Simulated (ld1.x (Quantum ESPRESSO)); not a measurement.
**An all-electron radial function and its pseudo partner (S)**

Columns: radius, all-electron u(r) and pseudo u(r) of the 3p shell (level -16.79 eV) of sulfur in the configuration [Ne] 3s2 3p3; Wu–Cohen, non-relativistic, TM scheme, ld1.x (Quantum ESPRESSO) 7.5.

```tsv
r (bohr)	all-electron	pseudo
0.075	0.1195	-0.0046
0.150	0.2728	-0.0182
0.225	0.3517	-0.0405
0.300	0.3520	-0.0712
0.375	0.2937	-0.1095
0.450	0.1988	-0.1547
0.525	0.0849	-0.2057
0.600	-0.0356	-0.2614
0.675	-0.1542	-0.3206
0.750	-0.2657	-0.3817
0.825	-0.3669	-0.4431
0.900	-0.4565	-0.5032
0.975	-0.5338	-0.5602
1.050	-0.5991	-0.6124
1.125	-0.6527	-0.6585
1.200	-0.6952	-0.6972
1.275	-0.7274	-0.7279
1.350	-0.7503	-0.7504
1.425	-0.7649	-0.7649
1.500	-0.7722	-0.7722
1.575	-0.7732	-0.7732
1.650	-0.7687	-0.7687
1.725	-0.7595	-0.7595
1.800	-0.7466	-0.7466
1.875	-0.7305	-0.7305
1.950	-0.7118	-0.7118
```

Question: How many radial nodes do the two functions have?

Answer: The all-electron 3p function has n − l − 1 = 1; the pseudo-wave has 0, since the states of the same l below it are removed with the core.

Question: At about which radius was the pseudo-wave matched?

Answer: 1.50 bohr. The columns agree to 0.0005 from 1.27 bohr on; several derivatives are matched, so the curves merge somewhat inside the radius.

Question: Is the pseudo-wave norm-conserving?

Answer: Yes: the TM scheme keeps the norm inside the radius equal to the all-electron one, which fixes the energy derivative of the logarithmic derivative at the level.
